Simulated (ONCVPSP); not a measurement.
## molybdenum (Mo), ONCV: configuration errors across variants

```json
{
  "Element": "Mo (Z = 42)",
  "Generator": "ONCVPSP 4.0.1",
  "Type": "optimised norm-conserving Vanderbilt (ONCV)",
  "Functional": "LDA (Perdew-Zunger)",
  "Relativity": "non-relativistic",
  "Frozen core": "[Ar] 3d10",
  "Valence charge": "14",
  "Reference configuration": "4s2 4p6 4d5 5s1",
  "Partial waves": "4s+5s: rc 2.10 bohr, ncon 3, nbas 7, qcut 4.7 1/bohr, 2 projectors; 4p: rc 1.55 bohr, ncon 3, nbas 8, qcut 7.1 1/bohr, 2 projectors, debl 1.5 Ha; 4d: rc 1.55 bohr, ncon 4, nbas 9, qcut 6.7 1/bohr, local",
  "Local potential": "the d channel",
  "Core correction": "none"
}
```

All-electron excitation energies from the reference (eV): (1) 4s2 4p6 4d5 5s0 6.804; (2) 4s2 4p6 4d4 5s0 22.723; (3) 4s2 4p6 4d3 5s0 50.034; (4) 4s2 4p6 4d4 5s1 8.572.

3 further variants failed, have other tests or another functional or relativity, and are left out.

Errors AE − PS in meV (a dash: test not solved or not reliable):

```csv
change,(1),(2),(3),(4),bound ghosts,GHOST(+) flags above zero
base,-0.6,-0.2,-1.1,+0.2,none,none
p: qcut 9.8,-0.5,-0.4,+4.6,+0.2,none,p
"core correction Teter function, fcfact 4.25, rcfact 1.6",-1.6,-0.7,-5.9,-1.0,none,none
"all radii scaled by about 1.15 (s 2.42, p 1.78, d 1.78 bohr)",-0.7,-2.0,+3.8,+0.2,none,none
"d: ncon 5, nbas 10",-0.6,+0.1,-0.3,+0.3,none,none
```

Give the same row for: p: rc 1.96.

-0.6, 0.0, +8.7, +0.3; bound ghosts: none; GHOST(+) flags above zero: none.
